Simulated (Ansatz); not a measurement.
Consider the ligand exchange at the Al–S bond: `[SH][AlH][SH]` + HBr → `[SH][AlH][Br]` + H₂S.

Program: Ansatz. Geometries: PBE0-D4/def2-TZVP. ΔE: electronic, gas phase. CCSD(T)/CBS adds triple-zeta CCSD(T) − MP2 to the extrapolated MP2 energy (def2 sets, frozen cores). This one scheme is used for every species. For Br outer-core shells are correlated without core-valence functions, which leaves a few kJ/mol of doubt a bond. Scalar relativity is left out up to krypton. One conformer a species, not always the lowest.

`[SH][AlH][SH]`:

```xyz
6

S     0.590   -1.455    1.408
Al   -0.060   -0.040   -0.114
S     0.314    2.063    0.310
H     0.153   -2.507    0.695
H    -0.761   -0.511   -1.445
H    -0.237    2.451   -0.854
```

HBr:

Z-matrix (Å, degrees):
```
Br
H 1 1.420
```

`[SH][AlH][Br]`:

Z-matrix (Å, degrees):
```
Al
S 1 2.170
Br 1 2.253 2 118.8
H 1 1.569 2 120.6 3 -179.9
H 2 1.345 1 93.1 3 -0.1
```

H₂S:

Cartesian coordinates in Å:
```
S -0.253 0.462 -0.326
H 0.520 0.412 0.769
H -0.267 -0.874 -0.443
```

```tsv
species	SCS-MP2/def2-TZVPP energy (Eh)
`[SH][AlH][SH]`	-1039.28960
HBr	-2573.27456
`[SH][AlH][Br]`	-3213.68085
H₂S	-398.90298
```

(1) Work out ΔE.

Largest T1 diagnostic among the species: 0.011.

## Answers

(1) ΔE = (-3213.68085) + (-398.90298) − (-1039.28960) − (-2573.27456) = -0.01967 Eh = -51.6 kJ/mol. CCSD(T)/CBS gives -51.2 kJ/mol.

In def2-TZVPP, CCSD(T) changes the Hartree–Fock value by +11.5 kJ/mol (the triples alone add +1.8 kJ/mol) and MP2 by +9.9 kJ/mol. From PBE to PBE0 (25 % exact exchange), in def2-TZVPP and without D4, ΔE moves by −3.4 kJ/mol.
